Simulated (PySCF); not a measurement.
H4O4Ti (SMILES [OH][Ti]([OH])([OH])[OH]), singlet, at a GFN2-xTB geometry (such geometries of metal compounds can be far from the true shape).

PySCF was given this input:
```python
from pyscf import gto, scf, dft

mol = gto.M(
    atom='''
Ti    0.00000000    0.00000000   -0.00000000
O     1.24544225   -0.58253470   -1.05566096
H     2.18594291   -0.38412089   -1.04907072
O     0.70126705    0.27495552    1.56125498
H     0.42784937    0.88996160    2.24752262
O    -0.68322854    1.49335881   -0.55495166
H    -1.41360157    1.63536595   -1.16350913
O    -1.26348075   -1.18577963    0.04935764
H    -1.20019071   -2.14120665   -0.03494277
''',
    basis='def2-sv(p)',
    verbose=4,
)

mf = dft.RKS(mol)
mf.xc = 'camb3lyp'
mf.kernel()
mf.analyze()
```

Q: What is the computed HOMO-LUMO gap (CAMB3LYP/def2-SV(P) (PySCF))?

A: 10.44 eV

Q: Predict the number of basis functions from CAMB3LYP/def2-SV(P).

A: 88

Q: Predict the HOMO energy from CAMB3LYP/def2-SV(P).

A: -9.85 eV

Q: Estimate the total energy that CAMB3LYP/def2-SV(P) returns for this input.

A: -1152.509906 Ha

Q: What is the computed dipole moment (CAMB3LYP/def2-SV(P))?

A: 0.00 D

Q: Estimate the nuclear repulsion energy that CAMB3LYP/def2-SV(P) returns for this input.

A: 339.0526 Eh
